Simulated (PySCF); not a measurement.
Which basis set comes closest?

Molecule: `OS(CCC)(=O)=O`, C3H8O3S.

Geometry:
```tsv
atom	x (Å)	y (Å)	z (Å)
C1	-1.786	0.597	-0.070
C2	-0.992	-0.695	0.045
C3	0.423	-0.633	-0.513
S4	1.467	0.459	0.442
O5	1.172	1.835	0.109
O6	1.493	-0.005	1.821
O7	2.927	0.119	-0.196
H8	-1.840	0.942	-1.114
H9	-1.331	1.407	0.517
H10	-2.814	0.449	0.291
H11	-1.508	-1.506	-0.495
H12	-0.931	-1.016	1.097
H13	0.466	-0.256	-1.546
H14	0.921	-1.612	-0.469
H15	3.422	-0.360	0.487
```

Geometry PBE0-D3(BJ)/def2-SVP throughout; GIAO in PySCF 2.14, gas phase, one conformer, non-relativistic; equivalent atoms averaged; functional PBE0.

Reference values (measured; solution, not stated per compound (mostly CDCl3 or CCl4); Pretsch, Buehlmann, Badertscher, Structure Determination of Organic Compounds, 4th ed. (2009)): δ(C3) = 53.7 ppm, δ(C2) = 18.8 ppm, δ(C1) = 13.7 ppm. Computed shifts are taken against TMS, calculated as an isolated molecule at each level.

How do the basis sets STO-3G, pcSseg-0, 6-31G, 6-31G*, cc-pVDZ, def2-SVP, pcSseg-1, aug-cc-pVDZ, 6-311+G(2d,p), def2-TZVP, cc-pVTZ perform against the reference? Times are CPU seconds on shared hosts with different chips, so compare them loosely.

Answers


```
    basis set  functions    C3    C2    C1  mean abs. error C  core-s
       STO-3G         47  35.8  24.0  18.4                9.3     4.8
     pcSseg-0         83  67.5  18.0  14.1                5.0     9.6
        6-31G         83  61.2  18.4  12.8                2.9     9.4
       6-31G*        118  54.1  17.9  12.9                0.7      13
      cc-pVDZ        142  58.4  20.4  13.8                2.1      16
     def2-SVP        142  57.1  17.3  12.2                2.1      15
     pcSseg-1        166  60.7  19.3  13.9                2.6      29
  aug-cc-pVDZ        237  58.9  20.6  12.9                2.6      42
6-311+G(2d,p)        245  59.9  19.9  13.0                2.7      36
    def2-TZVP        271  59.7  20.3  13.8                2.5      43
      cc-pVTZ        326  59.1  20.1  13.5                2.3      57
```

For ¹³C the closest is 6-31G* (0.7 ppm) and the furthest STO-3G (9.3 ppm). Where a smaller basis beats a larger one, errors probably cancel. One molecule is a small sample, and vibrational and solvent effects are absent from the calculation.

A small basis that lands close on one nucleus may do so by chance; judge by the trend and by all nuclei.
